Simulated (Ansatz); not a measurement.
Ansatz results at the PBE0-D4/def2-TZVP geometry: HOMO energy (ωB97M-V/def2-TZVPP) -9.12 eV; HOMO–LUMO gap (B3LYP/def2-TZVPP) 4.53 eV; size of the dipole moment (ωB97M-V/def2-TZVPP) 2.22 D.

Each molecule was computed in one conformer, which needn't be the lowest.

Which molecule gave them?
A. `C[S][Ge][S]C`
B. `C[O][Ge][S]C`
C. `C[CH](C)[Ge][F]`
D. `C[S][Ge][SH]`

D. The others give `C[O][Ge][S]C`: -9.01, 4.81, 1.79; `C[CH](C)[Ge][F]`: -8.53, 3.64, 2.09; `C[S][Ge][S]C`: -8.93, 4.55, 1.66.

B3LYP here is the variant with VWN-RPA as its local correlation; programs differ in this.
